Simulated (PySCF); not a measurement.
**Which determinant of Zn₂ lies lowest?**

Unrestricted PBE0; basis Zn cc-pVDZ-PP with ECP10; scalar-relativistic core potentials; PySCF 2.14. Outer shells of the fragments: Zn 3d10 4s2; Zn 3d10 4s2.

Followed along the bond (rough minima from three points):

| 2Ms+1 | unpaired | ⟨S²⟩ at the start | R at minimum (Å) | Te (eV) |
| --- | --- | --- | --- | --- |
| 1 | none | 0.00 | 3.22 | 0.00 |
| 3 | σ ↑, π ↑ | 2.01 | 2.35 | 2.39 |

Solutions found at the starting distance of 2.380 Å, counted from the lowest of them; the search is not exhaustive and high or unbound solutions are not listed, so other states can lie among these:

```csv
2Ms+1,unpaired,term,E (eV),⟨S²⟩,⟨Lz²⟩
1,none,¹Σ⁺,0.00,0.00,0.00
3,"σ ↑, π ↑",³Π,2.02,2.01,1.00
3,σ ↑↑,³Σ⁺,2.28,2.00,0.00
1,"σ ↑, π ↓",mixed,2.34,1.02,1.00
3,π ↑↑,³Σ⁻,5.06,2.00,0.00
1,π ↑↓,mixed,5.25,1.00,2.00
1,none,mixed,5.69,0.00,2.00
3,π ↑↑,mixed,7.06,2.00,2.00
```

A term symbol is given only where ⟨S²⟩ and ⟨Lz²⟩ are close to those of a pure state; real π, δ and φ orbitals otherwise mix terms, and g/u labels are left off.

Compare the gap between the two lowest followed solutions at the starting distance with the gap between their minima.

At PBE0 the second solution (triplet, unpaired electrons σ ↑, π ↑) lies +2.02 eV from the first (singlet, closed shell) at 2.380 Å and +2.39 eV at the minima; the two curves relax by different amounts, since their minima lie near 2.35 and 3.22 Å.

Counting both spins, an empty level lies below a filled one in some of these solutions, because spin and occupation are held.
